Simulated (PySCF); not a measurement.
Telling isomers of C6H9FSi apart by NMR

Computed data (PySCF 2.14): NMR shieldings at PBE0/pcSseg-1/GIAO, geometry: GFN2-xTB. No solvent, no relativistic terms, one computed conformer, fast rotation and ring inversion assumed for equivalent nuclei.

Shifts are taken against calculated references (same method and geometry level): 1H (31.72 ppm) and 13C (186.93 ppm) vs TMS. Splittings of carbon signals by F and P are missing where no couplings were computed. Where no couplings were computed, multiplicities follow the n + 1 count of equivalent neighbours, and m marks all less simple cases (inequivalent or close neighbours, rings, F or P nearby). Shifts are as computed. Against solution values, carbons near 30 ppm lie about +3 ppm off and those near 130 ppm about +5 ppm. Of 1309 compounds with measured shifts, 239 miss one by over three times the rms of a fit or turn the order of signals round; such compounds aren't used in these exercises.

(1) Tabulate the signals of `CCC1=C[SiH2]C=C1F`, `C#C[C@@H](C)[C@@H]1C[Si@@H]1F`, `CC#C[C@@]1([SiH3])C[C@H]1F`, `FCC#CC1C[SiH2]C1`, `C#C[C@@H](C)[C@@H]1C[Si@H]1F` and their relative energies.

(2) What is the quickest way to tell CCC1=C[SiH2]C=C1F from C#C[C@@H](C)[C@@H]1C[Si@H]1F?

(3) What is the quickest way to tell FCC#CC1C[SiH2]C1 from C#C[C@@H](C)[C@@H]1C[Si@H]1F?

(4) What is the quickest way to tell C#C[C@@H](C)[C@@H]1C[Si@@H]1F from FCC#CC1C[SiH2]C1?

## Answers

(1) 
```json
{"SMILES": "CCC1=C[SiH2]C=C1F", "carbon types": "2×C 2×CH 1×CH2 1×CH3", "δC": "180.8, 168.5, 128.5, 100.7, 31.3, 17.9", "δH": "5.90 (m, 1H), 5.13 (m, 1H), 4.56 (m, 2H), 2.53 (q, 2H), 1.22 (t, 3H)", "E rel. (kcal/mol)": "0.0"}
{"SMILES": "C#C[C@@H](C)[C@@H]1C[Si@@H]1F", "carbon types": "1×C 3×CH 1×CH2 1×CH3", "δC": "94.3, 74.7, 28.6, 25.3, 23.5, 8.4", "δH": "5.25 (m, 1H), 2.35 (m, 1H), 1.55 (d, 1H), 1.47 (d, 3H), 0.98 (m, 1H), 0.91 (m, 1H), 0.76 (m, 1H)", "E rel. (kcal/mol)": "16.0"}
{"SMILES": "CC#C[C@@]1([SiH3])C[C@H]1F", "carbon types": "3×C 1×CH 1×CH2 1×CH3", "δC": "83.9, 80.6, 78.1, 20.9, 4.9, 3.0", "δH": "4.37 (m, 1H), 3.88 (s, 3H), 2.00 (s, 3H), 1.15 (m, 1H), 0.74 (m, 1H)", "E rel. (kcal/mol)": "46.1"}
{"SMILES": "FCC#CC1C[SiH2]C1", "carbon types": "2×C 1×CH 3×CH2", "δC": "105.5, 83.9, 74.1, 24.6, 19.9", "δH": "5.40 (m, 2H), 4.72 (m, 1H), 4.65 (m, 1H), 3.23 (m, 1H), 1.91 (m, 2H), 1.88 (m, 2H)", "E rel. (kcal/mol)": "41.8"}
{"SMILES": "C#C[C@@H](C)[C@@H]1C[Si@H]1F", "carbon types": "1×C 3×CH 1×CH2 1×CH3", "δC": "92.3, 78.1, 29.4, 26.5, 22.8, 7.9", "δH": "5.28 (m, 1H), 2.92 (m, 1H), 1.69 (m, 1H), 1.56 (m, 1H), 1.40 (d, 1H), 1.38 (d, 3H), 1.15 (m, 1H)", "E rel. (kcal/mol)": "15.3"}
```

Energies are electronic energies at PBE0/pcSseg-1 on these geometries, without zero-point or thermal terms, each for the one conformer computed, which needn't be the lowest.

(2) Both give the same number of carbon signals, but DEPT or the intensities differ. The first has a fully substituted alkene carbon (C) at 180.8 ppm, the second an alkyne carbon (C) at 92.3 ppm. In the proton spectra the most deshielded non-exchanging signals are 5.90 (m, 1H) and 5.28 (m, 1H).

(3) Count the carbon signals: 5 against 6. The first has a propargylic sp3 CH2 bonded to F at 74.1 ppm, the second a methyl carbon (CH3) at 26.5 ppm. Their most deshielded carbons lie at 105.5 and 92.3 ppm.

(4) Count the carbon signals: 6 against 5. The first has a methyl carbon (CH3) at 23.5 ppm, the second a propargylic sp3 CH2 bonded to F at 74.1 ppm. Their most deshielded carbons lie at 94.3 and 105.5 ppm.
